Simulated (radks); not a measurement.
Q: Radial electron density D(r) = 4 pi r^2 rho(r) of an atom or ion with 37 electrons. Method: Dirac Kohn-Sham, PBEsol, spin-unpolarised, spherical densities, point nucleus; computed with a radial shooting solver on a logarithmic mesh with Libxc functionals.

```
   r/bohr * D(r) (the largest magnitude, 56.8, reaches the edge; | marks zero)
 0.002769 |   *
 0.003723 |     *
 0.005046 |        *
 0.006784 |             *
 0.009121 |                    *
  0.01226 |                             *
  0.01662 |                                      *
  0.02234 |                                            *
  0.03004 |                                             *
  0.04039 |                                         *
   0.0543 |                                      *
  0.07359 |                                         *
  0.09894 |                                                   *
    0.133 |                                                      *
   0.1788 |                                          *
   0.2424 |                                *
   0.3259 |                                    *
   0.4381 |                                      *
   0.5891 |                        *
   0.7983 |          *
    1.073 |       *
    1.443 |     *
     1.94 |  *
    2.629 |*
    3.535 *
    4.753 *
     6.39 *
    8.661 *
    11.64 *
```

What is the nuclear charge?

A: Z = 38. The innermost maximum, from 1s, lies near gamma/Z bohr with gamma = sqrt(1 - (Z/c)^2) = 0.961, here 0.0253 bohr (found: 0.0275), and its height grows with Z. The density is that of the strontium ion Sr+ in [Kr] 5s0.5 5p0.5; the configuration itself is not fixed sharply by these data, and Z only to a few units. D(r) has 3 maxima, at r = 0.0275, 0.122, 0.398 bohr, and minima at 0.0565, 0.252 bohr, inside which lie 2.08, 11.03 electrons.
